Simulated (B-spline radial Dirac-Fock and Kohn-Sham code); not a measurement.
# Energy-loss ionisation edge O1 (5s) of Re

System: neutral rhenium in the configuration [Xe] 4f14 5d5 6s2. Level of theory: the first Born approximation with generalised oscillator strengths from a Dirac-Hartree-Slater potential (longitudinal and transverse terms; continuum final states only, so no white lines or fine structure); a B-spline atomic structure program. The edge is taken at 83.00 eV (tabulated value).

The run's input, task.json:

```json
{"items": [{
  "Z": 75,
  "q": 0,
  "cfg": [[1, 0, 2], [2, 0, 2], [2, 1, 6], [3, 0, 2], [3, 1, 6], [3, 2, 10], [4, 0, 2], [4, 1, 6], [4, 2, 10], [4, 3, 14], [5, 0, 2], [5, 1, 6], [5, 2, 5], [6, 0, 2]],
  "A": 187,
  "rrms": 5.3698,
  "do": "eels",
  "beams": [[60, 5], [60, 10], [60, 50], [80, 10], [80, 20], [100, 5], [100, 20], [100, 50], [120, 5], [120, 100], [200, 5], [300, 10], [300, 50], [300, 100]],
  "edges": {"O1": 83.0}
}]}
```

Launch: `python xray2_run.py task.json out`

Edge shape dσ/dE in barn per eV:

| E − edge (eV) | 80 kV, 10 mrad | 200 kV, 5 mrad | 300 kV, 50 mrad |
| --- | --- | --- | --- |
| 1 | 78.3 | 36.1 | 144 |
| 3 | 72.7 | 33.4 | 141 |
| 6 | 64.8 | 29.9 | 134 |
| 10 | 56.1 | 26.2 | 126 |
| 15 | 48.2 | 22.8 | 119 |
| 20 | 42.2 | 20.4 | 113 |
| 30 | 33.6 | 16.9 | 97.8 |
| 40 | 28.2 | 14.8 | 84.5 |
| 50 | 24.3 | 13.1 | 73.5 |
| 65 | 19.9 | 11.0 | 60.3 |
| 80 | 16.6 | 9.37 | 50.3 |
| 100 | 13.3 | 7.63 | 40.4 |
| 125 | 10.4 | 5.99 | 31.4 |
| 150 | 8.17 | 4.74 | 24.7 |
| 200 | 5.21 | 3.05 | 16.1 |
| 250 | 3.48 | 2.05 | 11.1 |
| 300 | 2.39 | 1.42 | 8.09 |

For the first setting the maximum lies 1 eV above the edge. The intensity 300 eV above the edge is 3.1 % of the maximum.

Values without a named source are computed, but for edge energies of neutral atoms, which are taken from tables.
